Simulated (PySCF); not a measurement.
hydrogen bromide (BrH), SMILES Br.

The structure is a stationary point at PBE-D3(BJ)/def2-TZVPD.

Two levels are set side by side: PBE/def2-TZVPD (PySCF) and M06-2X/def2-TZVPD (PySCF). Same geometry, gas phase. Differences are taken from unrounded values.

```json
[
 {"quantity": "orbital gap (eV)", "M06-2X": "10.13", "PBE": "6.04", "PBE minus M06-2X": "-4.09"},
 {"quantity": "highest occupied level (eV)", "M06-2X": "-10.03", "PBE": "-7.47", "PBE minus M06-2X": "2.57"},
 {"quantity": "lowest empty level (eV)", "M06-2X": "0.10", "PBE": "-1.42", "PBE minus M06-2X": "-1.52"},
 {"quantity": "dipole moment (D)", "M06-2X": "0.90", "PBE": "0.83", "PBE minus M06-2X": "-0.07"},
 {"quantity": "mean polarisability (bohr³)", "M06-2X": "24.2", "PBE": "25.3", "PBE minus M06-2X": "1.1"}
]
```

Without exact exchange PBE keeps part of each electron's self-repulsion, which lifts occupied levels and narrows the gap. Loosely held outer electrons make PBE densities more polarisable. Differences between two approximate levels are no errors against the true value.

Rough cost on one machine, each run with all the roots and properties that it gave: M06-2X against PBE about 2 times.
